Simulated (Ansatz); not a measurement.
Reaction (SMILES): CCCCC[O] → [CH2]OC(C)(C)C
Structures are relaxed separately at B3LYP-D3(BJ)/def2-TZVP in Ansatz (a quantum-chemistry and plane-wave program), one conformer each, not searched for the lowest. Frequencies are from Ansatz.

Property: isomerisation energy (enthalpy at 298 K, with B3LYP-D3(BJ) rigid-rotor harmonic-oscillator terms), in kcal/mol. Cores are frozen in the correlated levels unless marked. UHF or UKS for open shells. Spin-orbit coupling is left out. No relativistic terms. Basis-set limits of correlation are two-point, X^-3; Hartree-Fock from the larger set. [CCSD(T)-MP2]/basis is that difference in the basis named.

RI-MP2/CBS(cc-pVTZ,cc-pVQZ)+[CCSD(T)-MP2]/cc-pVTZ (Ansatz) gives -6.6 kcal/mol.

Another calculation gave -4.4 kcal/mol. Which level was it?
A. PBE-QIDH/def2-TZVPD (Ansatz)
B. SVWN5/def2-TZVPD (Ansatz)
C. BHLYP/def2-TZVPD (Ansatz)

A, PBE-QIDH/def2-TZVPD (Ansatz). The others give -0.1 (BHLYP), -9.5 (SVWN5) kcal/mol.
